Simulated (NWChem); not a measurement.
C3H7FSi; SMILES C1CC1[SiH2]F

```xyz
12

F     -0.7089     2.0632     0.1791
Si     0.4753     0.9443     0.1310
C     -0.1580    -0.6591    -0.5371
C      0.5171    -1.9456    -0.1066
C     -0.8632    -1.6442     0.3653
H      0.9546     0.7266     1.5283
H      1.5621     1.5089    -0.7195
H     -0.5049    -0.6395    -1.5768
H      0.6540    -2.7190    -0.8669
H      1.3349    -1.8919     0.6198
H     -1.6949    -2.2100    -0.0629
H     -1.0043    -1.3785     1.4179
```
Atoms are numbered in this order, from 1.

Computed with NWChem. Pople sets run with spherical d functions. Structure relaxed at the PBE0/def2-SVP level. Not confirmed as a minimum by frequencies. Level: PBE0/6-31+G*; rows give the wavelength of the field.

| field | isotropic polarisability (bohr³) | anisotropy (bohr³) |
|---|---|---|
| static | 55.6 | 12.0 |
| 1065 nm | ? | 12.3 |
| 589 nm | 57.2 | 12.9 |
| 400 nm | 59.1 | 14.0 |

Question: What belongs in the gaps?

Answer: 
- 1065 nm, isotropic polarisability (bohr³): 56.1
